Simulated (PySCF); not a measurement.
Ga2, triplet, at a GFN2-xTB geometry (such geometries of metal compounds can be far from the true shape). Base run: PySCF with B3LYP/6-31G**.

PySCF was given this input:
```python
from pyscf import gto, scf, dft

mol = gto.M(
    atom='''
Ga   -0.00000000   -0.00000000   -1.36141857
Ga    0.00000000    0.00000000    1.36141857
''',
    basis='6-31g**',
    spin=2,
    verbose=3,
)

mf = dft.UKS(mol)
mf.xc = 'b3lyp'
mf.kernel()
```

Variants of this job, named by their change:

| change | ΔE vs base (mEh) | fitting functions |
|---|---|---|
| base | 0.000 | - |
| auxbasis = default (with mf = mf.density_fit()) | 189.8 | 342 |
| auxbasis = cc-pvqz-jkfit | -0.253 | 436 |
| auxbasis = autoaux | -0.004 | 650 |
| auxbasis = even-tempered beta=2.0 | -0.100 | 628 |
| auxbasis = def2-universal-jkfit | 0.025 | 532 |
| auxbasis = cc-pvtz-jkfit | -0.255 | 414 |
| auxbasis = cc-pvdz-jkfit | 189.8 | 342 |
| auxbasis = def2-universal-jfit | 7147.8 | 116 |
| only_dfj = on; auxbasis = def2-universal-jfit | -0.439 | 116 |

A fitting set is made for a task (jfit for Coulomb, jkfit for Coulomb and exchange, ri for correlation) and for a family of orbital bases.

Open shells are given as the SCF converged; they aren't shown to be the lowest states, and a large step between rows can be another state.
